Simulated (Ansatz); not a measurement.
Geometry optimisation, Ansatz, DFT PBE, scalar-relativistic, plane waves, PAW.

Input file:

```yaml
crystal:
  lattice:
    - [0.0, 5.43, 5.43]
    - [5.43, 0.0, 5.43]
    - [5.43, 5.43, 0.0]
  atoms:
    - { symbol: Si, position: [0.0, 0.0, 0.0] }
    - { symbol: Si, position: [0.125, 0.125, 0.125] }
    - { symbol: Si, position: [0.0, 0.0, 0.5] }
    - { symbol: Si, position: [0.125, 0.125, 0.625] }
    - { symbol: Si, position: [0.0, 0.5, 0.0] }
    - { symbol: Si, position: [0.125, 0.625, 0.125] }
    - { symbol: Si, position: [0.0, 0.5, 0.5] }
    - { symbol: Si, position: [0.125, 0.625, 0.625] }
    - { symbol: Si, position: [0.5, 0.0, 0.0] }
    - { symbol: Si, position: [0.625, 0.125, 0.125] }
    - { symbol: Si, position: [0.5, 0.0, 0.5] }
    - { symbol: Si, position: [0.625, 0.125, 0.625] }
    - { symbol: Si, position: [0.5, 0.5, 0.0] }
    - { symbol: Si, position: [0.625, 0.625, 0.125] }
    - { symbol: Si, position: [0.5, 0.5, 0.5] }
    - { symbol: Si, position: [0.625, 0.625, 0.625] }
    - { symbol: Cu, position: [0.755608, 0.747183, 0.7504485] }
total_charge: 1
basis:
  ecutwfc: 420.0
kpoints:
  mp_grid: { grid: [2, 2, 2] }
hamiltonian:
  xc: pbe
  pseudopotentials: { kind: paw, azcp: { folder: soft_1 } }
scf:
  occupations: { method: gaussian, width: 0.05 }
  lower_state_search: "off"
relax:
  f_tol: 0.03
  max_steps: 60
  adjacent_minimum: "off"
output:
  write_density: true
  write_potential: true
  elf: true
  volumetric_format: npy
```

Run as:

```bash
$ ansatz run input.yaml --threads 1 --pin off --max-ram 3072MiB --backend cpu --events-out ev --progress --plain --runs-dir out
```

Question: Where does it end, and by what steps?

Answer: It converged. Limits of this set-up: coarse k mesh, a small cell, in which the defect meets its images, charged cell in a uniform background, uncorrected. After 9 steps the energy has fallen by 0.138 eV; Si8 moved furthest, 0.24 Å.

```csv
step,energy less start (eV),largest force component (eV/Å),accepted
0,0.0000,0.592,yes
1,-0.0965,0.175,yes
2,-0.1035,0.033,yes
3,-0.1078,0.154,yes
4,-0.1117,0.177,yes
5,-0.1167,0.295,yes
6,-0.1341,0.100,yes
7,-0.1381,0.033,yes
8,-0.1381,0.033,yes
9,-0.1385,0.008,yes
```

```xyz
17
Lattice="0.0000 5.4300 5.4300 5.4300 0.0000 5.4300 5.4300 5.4300 0.0000" Properties=species:S:1:pos:R:3
Si 0.055 -0.051 -0.055
Si 1.392 1.299 1.297
Si 2.675 2.758 -0.004
Si 4.134 4.043 1.296
Si 2.674 -0.004 2.756
Si 4.133 1.300 4.038
Si 5.434 2.758 2.755
Si 6.650 4.213 4.211
Si 0.068 2.669 2.670
Si 1.406 4.027 4.024
Si 2.762 5.365 2.668
Si 4.077 6.786 4.015
Si 2.760 2.669 5.362
Si 4.073 4.013 6.787
Si 5.303 5.554 5.557
Si 6.846 6.786 6.783
Cu 7.991 8.293 8.300
```

Run time: 79 s on 1 thread of Arm Neoverse V1, on a shared host, peak memory 0.57 GiB.
